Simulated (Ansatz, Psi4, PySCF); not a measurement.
C$_{2}$H$_{5}$ (SMILES [CH2]C), doublet, geometry from GFN2-xTB. Base run: CCSD(T)/cc-pVDZ in PySCF.

The PySCF input:
```python
from pyscf import gto, scf, cc

mol = gto.Mole()
mol.atom = '''
    C    -0.02614715   -0.68564880   -0.01471818
    C     0.00914777    0.78429993    0.01653914
    H     0.98817534   -1.11000404   -0.01568722
    H    -0.53087951   -1.08690884    0.86435588
    H    -0.52155198   -1.05009079   -0.91400379
    H     0.10921562    1.30609826    0.94783358
    H     0.05703688    1.34899869   -0.89342413
'''
mol.basis = 'cc-pvdz'
mol.spin = 1
mol.verbose = 4
mol.build()

mf = scf.UHF(mol)
mf.kernel()

mycc = cc.CCSD(mf)
mycc.kernel()
et = mycc.ccsd_t()
print('E(CCSD(T)) = %.10f' % (mycc.e_tot + et))
```

The same geometry, method and basis name were run in Ansatz (a quantum-chemistry and plane-wave program) and Psi4 and PySCF, at each program's defaults and at the settings that a row names. The base is PySCF at its defaults. Differences at the defaults can come from grids, fitting, cores and function types together.

```json
[
 {"code and settings": "PySCF, defaults (exact integrals, spherical functions, all electrons correlated)", "ΔE vs base (µEh)": "0.0", "basis functions": "53", "E (Eh)": "-78.91942", "SCF cycles": "12"},
 {"code and settings": "Psi4, defaults (exact integrals, spherical functions, all electrons correlated)", "ΔE vs base (µEh)": "0.0", "basis functions": "53", "E (Eh)": "-78.91942", "SCF cycles": "14"},
 {"code and settings": "Ansatz, defaults (factorised integrals, spherical functions, frozen core)", "ΔE vs base (µEh)": "4945", "basis functions": "53", "E (Eh)": "-78.91448", "SCF cycles": "-"},
 {"code and settings": "PySCF, frozen core", "ΔE vs base (µEh)": "4945", "basis functions": "53", "E (Eh)": "-78.91448", "SCF cycles": "12"},
 {"code and settings": "Psi4, exact integrals, spherical functions, frozen core", "ΔE vs base (µEh)": "4945", "basis functions": "53", "E (Eh)": "-78.91448", "SCF cycles": "14"},
 {"code and settings": "Ansatz, high accuracy, frozen core", "ΔE vs base (µEh)": "4945", "basis functions": "53", "E (Eh)": "-78.91448", "SCF cycles": "-"}
]
```

Open shells are given as the SCF converged; they aren't shown to be the lowest states, and a large step between rows can be another state.
